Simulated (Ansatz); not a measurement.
B₁₂N₁₂H₃₂, a nanocrystal cut from zinc blende BN (hydrogen-capped). Total charge 0; singlet. Geometry PBE-D4/def2-SVP.

Cartesian coordinates in Å:
```
N 1.205 2.656 -0.888
N 1.673 -1.407 -2.326
N 1.387 -2.299 0.445
N 0.928 1.935 1.558
N 1.023 -0.485 2.189
N 1.350 0.180 -0.249
N -0.651 1.114 -1.538
N -0.584 -1.391 -0.950
N -0.989 0.384 0.890
N -1.053 2.854 0.212
N -0.816 -2.106 1.518
N -3.033 -0.995 -0.035
B 2.158 -0.075 -1.593
B 1.717 1.631 0.245
B -0.338 2.595 -1.160
B 1.819 -0.806 0.877
B 0.093 -1.700 -2.359
B -0.164 -2.451 0.103
B 1.411 0.965 2.725
B -0.621 1.836 1.384
B -0.531 -0.601 2.021
B -0.212 0.043 -0.442
B -2.140 -1.505 -1.271
B -2.566 0.339 0.707
H 1.529 3.610 -0.683
H 1.710 2.363 -1.744
H 1.938 -1.295 -3.314
H 2.219 -2.231 -2.042
H 1.644 -2.943 1.206
H 1.971 -2.626 -0.331
H 1.179 2.869 1.907
H 1.340 -1.102 2.949
H -0.201 0.827 -2.424
H -1.658 0.954 -1.714
H -0.955 3.827 0.527
H -2.070 2.694 0.097
H -0.467 -2.758 2.234
H -1.823 -2.295 1.516
H -3.258 -1.752 0.625
H -3.950 -0.780 -0.446
H 3.365 -0.133 -1.375
H 1.925 0.812 -2.441
H 2.924 1.797 0.384
H -0.691 3.394 -2.028
H 3.031 -0.790 1.060
H -0.085 -2.872 -2.687
H -0.343 -0.929 -3.223
H -0.424 -3.606 -0.224
H 2.631 1.049 2.868
H 0.794 1.209 3.762
H -1.221 2.159 2.402
H -1.121 -0.428 3.081
H -2.445 -0.745 -2.200
H -2.454 -2.665 -1.533
H -2.964 1.239 -0.061
H -3.137 0.436 1.791
```

Single mean-field runs in def2-SVP, def2-TZVP are fitted with def2-universal-jkfit.

(1) Estimate the orbital energies around the gap (eV) in Ansatz with PBE-D4/def2-SVP, PBE-D4/def2-TZVP, r2SCAN-D4/def2-TZVP, PBE0-D4/def2-SVP, PBE0-D4/def2-TZVP.

Results:

(1) 
```csv
orbital,PBE-D4/def2-SVP,PBE-D4/def2-TZVP,r2SCAN-D4/def2-TZVP,PBE0-D4/def2-SVP,PBE0-D4/def2-TZVP
HOMO−5,-6.17,-6.32,-6.62,-7.51,-7.63
HOMO−4,-6.15,-6.31,-6.57,-7.50,-7.60
HOMO−3,-6.07,-6.22,-6.48,-7.41,-7.50
HOMO−2,-6.01,-6.18,-6.44,-7.35,-7.46
HOMO−1,-6.00,-6.15,-6.40,-7.34,-7.43
HOMO,-5.52,-5.72,-5.99,-6.88,-7.03
LUMO,-0.52,-1.06,-0.48,0.43,-0.22
LUMO+1,-0.07,-0.73,-0.08,0.86,0.07
LUMO+2,0.00,-0.53,0.03,0.99,0.35
LUMO+3,0.12,-0.42,0.14,1.08,0.45
LUMO+4,0.80,0.06,0.65,1.74,0.86
LUMO+5,0.82,0.13,0.71,1.78,0.95
```
